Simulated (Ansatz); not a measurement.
Input file for CH$_{5}$GeO (`[CH3][GeH][OH]`) radical:

```yaml
crystal:
  periodic: [false, false, false]
  atoms:
    - {symbol: C, position_ang: [-0.669713, 0.837439, -0.542820]}
    - {symbol: Ge, position_ang: [0.882153, -0.278854, -0.139010]}
    - {symbol: O, position_ang: [0.160063, -1.768925, 0.546421]}
    - {symbol: H, position_ang: [-0.349763, 1.807696, -0.923461]}
    - {symbol: H, position_ang: [-1.247630, 0.978326, 0.373273]}
    - {symbol: H, position_ang: [-1.295998, 0.347277, -1.287738]}
    - {symbol: H, position_ang: [1.802070, 0.357732, 0.953964]}
    - {symbol: H, position_ang: [0.810919, -2.337889, 0.963573]}
basis:
  gaussian: {orbitals: def2-TZVPP}
magnetization: {spin_polarized: true, initial_magnetization: 1}
correlation: {method: ccsd_t}
scf: {omitted_lower_state_checks: [cluster_reference]}
output: {orbitals: {seedname: orbitals}}
```

```sh
$ ansatz run in.yaml --threads 4 --pin off --events-out ev --progress --plain
```

Output of Ansatz, abridged:

```
Functional definition: HF
1087 factors; integrals over basis functions are off by at most 1.0e-3 eV
mean field evaluation 1: about -59617.6240 eV, gradient 3.0e1 eV
mean field evaluation 2: about -59617.6275 eV, gradient 3.0e1 eV
mean field evaluation 4: about -59621.5755 eV, gradient 3.1e0 eV
mean field evaluation 8: about -59621.6742 eV, gradient 1.6e-1 eV
mean field -59621.67494894 eV, -2191.0561413507 hartree, gradient 3.9e-6 eV, S^2 0.755007; 0 other end points of the search recorded, 0 dependent functions left out
11 core orbitals not correlated: weight in the atoms' cores, before any rotation towards them, 1.000 or more for the frozen orbitals, at most 0.000 for the correlated occupied ones
reference -59621.67494894 eV, -2191.0561413507 hartree; 15, 14 occupied and 154, 155 virtual orbitals, 1087 factors
second order -18.01333397 eV of doubles, -0.00000000 eV of singles
cycle   1  -17.97695955 eV  change    3.6e-2 eV  update   9.8e-2
cycle   2  -18.46957348 eV  change   -4.9e-1 eV  update   3.0e-2
cycle   3  -18.57458009 eV  change   -1.1e-1 eV  update   1.7e-2
cycle   4  -18.56647725 eV  change    8.1e-3 eV  update   5.2e-3
cycle   5  -18.56546709 eV  change    1.0e-3 eV  update   3.2e-3
cycle   6  -18.56620232 eV  change   -7.4e-4 eV  update   1.2e-3
cycle   7  -18.56614801 eV  change    5.4e-5 eV  update   5.9e-4
cycle   8  -18.56630577 eV  change   -1.6e-4 eV  update   1.9e-4
cycle   9  -18.56633227 eV  change   -2.6e-5 eV  update   8.7e-5
cycle  10  -18.56629168 eV  change    4.1e-5 eV  update   3.3e-5
cycle  11  -18.56631434 eV  change   -2.3e-5 eV  update   1.6e-5
perturbative correction -0.67706714 eV, -0.0248817584 hartree
Total energy: -59640.91833041 eV, -2191.7633225763 hartree
Checks for a lower state left out: cluster_reference
```

It took 65 s on 4 threads of a server CPU on a shared host, with 5 GiB of host memory at the peak.

Correlation energy per correlated electron: -0.664 eV. T1 diagnostic: 0.0134.
